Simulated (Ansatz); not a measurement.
`C[O][Ti]1234([OH])([N](C)C)[C@H]5[C@@H]1[C@@H]2[C@@H]3[C@H]54`, one more setting.

```yaml
crystal:
  periodic: [false, false, false]
  atoms:
    - {symbol: C, position_ang: [-0.496472, -1.159036, -2.726979]}
    - {symbol: O, position_ang: [0.335373, -1.067063, -1.611161]}
    - {symbol: Ti, position_ang: [-0.051816, -0.617536, 0.109862]}
    - {symbol: O, position_ang: [-1.497375, -1.588539, 0.706041]}
    - {symbol: N, position_ang: [-0.860325, 1.079434, -0.191069]}
    - {symbol: C, position_ang: [-1.753434, 1.674566, 0.769110]}
    - {symbol: C, position_ang: [-0.286104, 2.055169, -1.080491]}
    - {symbol: C, position_ang: [0.830008, -0.605447, 2.334487]}
    - {symbol: C, position_ang: [1.481912, 0.406494, 1.598900]}
    - {symbol: C, position_ang: [2.245696, -0.218317, 0.588865]}
    - {symbol: C, position_ang: [2.067207, -1.612567, 0.705569]}
    - {symbol: C, position_ang: [1.192288, -1.851001, 1.780543]}
    - {symbol: H, position_ang: [0.097251, -1.057861, -3.642385]}
    - {symbol: H, position_ang: [-1.000486, -2.132632, -2.758465]}
    - {symbol: H, position_ang: [-1.266054, -0.375265, -2.725858]}
    - {symbol: H, position_ang: [-2.285633, -1.566448, 0.155972]}
    - {symbol: H, position_ang: [-1.242698, 2.416528, 1.403980]}
    - {symbol: H, position_ang: [-2.579013, 2.196840, 0.264111]}
    - {symbol: H, position_ang: [-2.183198, 0.912176, 1.421365]}
    - {symbol: H, position_ang: [0.360911, 1.573969, -1.816085]}
    - {symbol: H, position_ang: [0.314170, 2.804151, -0.539054]}
    - {symbol: H, position_ang: [-1.070937, 2.602988, -1.621617]}
    - {symbol: H, position_ang: [0.132123, -0.454335, 3.144829]}
    - {symbol: H, position_ang: [1.400071, 1.470017, 1.768175]}
    - {symbol: H, position_ang: [2.828337, 0.283337, -0.169849]}
    - {symbol: H, position_ang: [2.478937, -2.357834, 0.042125]}
    - {symbol: H, position_ang: [0.809271, -2.811779, 2.089070]}
basis:
  gaussian: {orbitals: def2-mTZVP}
hamiltonian: {xc: {name: PBE-QIDH}}
scf: {lower_state_search: light}
```

```sh
$ ansatz run in.yaml --threads 11 --pin off --events-out ev --progress --plain --max-ram 174080MiB --backend cuda --devices 0, --max-vram 75GiB
```

Output, abridged:

```
Functional definition: PBE-QIDH
2863 factors; integrals over basis functions are off by at most 1.2e-3 eV
mean field evaluation 1: about -37177.4416 eV, gradient 9.1e1 eV
mean field evaluation 2: about -37177.7706 eV, gradient 9.1e1 eV
mean field evaluation 4: about -37192.3955 eV, gradient 3.3e1 eV
mean field evaluation 8: about -37194.6841 eV, gradient 7.3e-1 eV
mean field evaluation 16: about -37194.6941 eV, gradient 2.3e-3 eV
mean field -37194.69410438 eV, -1366.8797968666 hartree, gradient 4.1e-6 eV, S^2 0.000000; 0 other end points of the search recorded, 0 dependent functions left out
16 core orbitals not correlated: weight in the atoms' cores, before any rotation towards them, 1.000 or more for the frozen orbitals, at most 0.000 for the correlated occupied ones
reference -37194.69412454 eV, -1366.8797976077 hartree; 38, 38 occupied and 243, 243 virtual orbitals, 2863 factors
second order -63.96327118 eV of doubles, -0.00000000 eV of singles
Total energy: -37216.01521494 eV, -1367.6633332277 hartree
```

Run time 3.5 s (11 threads of an AMD EPYC 7R13 on a shared host and a whole NVIDIA H100 80 GB); peak host memory 1.6 GiB.
